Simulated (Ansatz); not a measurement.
Molecule: HSO, charge 0, multiplicity 2. SMILES: S[O]
Geometry from a B3LYP-D3(BJ)/def2-TZVP (Ansatz, an electronic-structure program) optimisation:
```
S
O 1 1.5055
H 1 1.3768 2 104.45
```
Charge 0, spin multiplicity 2.

B3LYP/6-311+G** beside other levels, property by property. Terms: non-relativistic; spin-orbit terms left out; atomisation electronic, to ground-state atoms; open shells spin-unrestricted; dispersion terms only where a functional's name holds one; frozen cores in correlated levels; each state is the SCF solution reached for its charge and spin; 6-311+G** with 5d, 6d on Na to Ar in Ansatz. Basis-set limits of correlation are two-point, X^-3; Hartree-Fock from the larger set. First-principles rows: single points at B3LYP-D3(BJ) geometries (Ansatz), with unscaled harmonic terms from B3LYP/6-31G* (Ansatz) at its own minima, enthalpies of formation by atomisation with measured atoms.

Coupled cluster (Ansatz) is a level with limits of its own, used here on species with T1 under 0.025 (0.045 for open shells) and stable references: CCSD(T)/CBS(aug-cc-pV(T+d)Z,aug-cc-pV(Q+d)Z).

```tsv
property	B3LYP/6-311+G** (Ansatz)	B3LYP/def2-TZVPD (Ansatz)	wB97M-V/def2-TZVPD (Ansatz)	wB97X-V/def2-TZVPD (Ansatz)	to compare with
enthalpy of formation at 298 K (kcal/mol)	7.5	-6.4	-8.0	-8.4	-5.8 coupled cluster
atomisation energy (kcal/mol)	174.5	188.3	190.0	190.3	187.8 coupled cluster
vertical electron affinity to the singlet (eV)	1.07	1.14	1.13	1.08	1.22 coupled cluster
```

As the rows show:
- enthalpy of formation at 298 K: B3LYP/6-311+G** lies 13.3 kcal/mol above coupled cluster.
- atomisation energy: B3LYP/6-311+G** lies 13.3 kcal/mol below coupled cluster.
- vertical electron affinity to the singlet: B3LYP/6-311+G** lies 0.15 eV below coupled cluster.

The properties are those with a value to compare with, at most eight drawn at random. No case is left out for the size of its miss. Left out are saddle points of the reference geometry, anions that the best level run finds unbound, excited spin states, species near biochemistry, 298 K rows of species without real B3LYP wavenumbers, cases with under five habitual levels, runs that failed or that the program found above a lower state of the same kind, table entries that another table contradicts, and a share of species set aside by lot.
